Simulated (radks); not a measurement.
These are the eigenvalues of the occupied orbitals of an atom or ion with whole-number occupations (eV). Method: scalar-relativistic Kohn-Sham, LB94 model potential, spin-polarised, spherical densities, finite nucleus; Fermi nuclear charge, rms radius of each element as measured or else 0.836 A^(1/3) + 0.57 fm; computed with a radial shooting solver on a logarithmic mesh with Libxc functionals.

| orbital | eigenvalue |
|---|---|
| 1s down | -92065.46 |
| 1s up | -92064.95 |
| 2s up | -19453.55 |
| 2s down | -19452.16 |
| 2p up | -17225.06 |
| 2p down | -17224.43 |
| 3s up | -7149.708 |
| 3s down | -7132.365 |
| 3p up | -6503.701 |
| 3p down | -6486.552 |
| 3d up | -5899.553 |
| 3d down | -5882.363 |

Which element is it, and in what charge state? The configuration may be excited. Open shells, if any, are filled with parallel spins first.

Answer. Z = 82, lead, charge +57: Pb57+ in [Ar] 3d7. The list shows which subshells hold electrons but not how many an open one holds; the 1s level, -3383.3 hartree, gives Z - s = 82.3 by -(Z - s)^2/2, which with screening and relativity narrows Z to a few neighbours, and the depths of the outer levels then fix element, charge and occupations together.
